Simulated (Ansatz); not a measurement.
AsMe3 (C3H9As), relaxed as a singlet with RKS B3LYP-D4/def2-SVP in Ansatz, starting from the GFN2-xTB geometry. Force threshold 0.02 eV/Å.

Start:

Cartesian coordinates in Å:
```
As -0.0906 -0.8782 -0.5810
C 1.6863 -0.2216 -0.0237
H 2.2010 -0.9792 0.5656
H 1.5947 0.6840 0.5742
H 2.2986 -0.0025 -0.8975
C -0.9388 -0.7608 1.1983
H -0.7641 0.2164 1.6458
H -0.5346 -1.5259 1.8597
H -2.0129 -0.9205 1.1156
C -0.7617 0.8493 -1.2623
H -1.8326 0.7898 -1.4521
H -0.2676 1.1031 -2.1993
H -0.5778 1.6461 -0.5433
```

| step | energy (eV) | largest force component (eV/Å) | SCF passes |
| --- | --- | --- | --- |
| 1 | -64091.2291 | 0.435 | 14 |
| 2 | -64091.2547 | 0.093 | 18 |
| 3 | -64091.2557 | 0.100 | 18 |
| 4 | -64091.2563 | 0.031 | 12 |
| 5 | -64091.2563 | 0.002 | 11 |

Force components are those of the run's own axes.

End:

```xyz
13

As   -0.089   -0.872   -0.576
C     1.700   -0.216   -0.022
H     2.205   -0.991    0.574
H     1.624    0.706    0.576
H     2.310   -0.017   -0.916
C    -0.943   -0.762    1.211
H    -0.759    0.215    1.687
H    -0.544   -1.559    1.857
H    -2.028   -0.913    1.108
C    -0.769    0.859   -1.268
H    -1.847    0.773   -1.471
H    -0.259    1.101   -2.212
H    -0.601    1.675   -0.547
```

By distances, no bond broke or formed. The bond that changes most is C6–H7, from 1.09 to 1.10 Å (atoms count from 1).

No frequencies were taken in this run, so the end may be a saddle point.

Hardware: 2 threads of Intel Xeon Platinum 8375C on a shared host. Wall time 14 s.
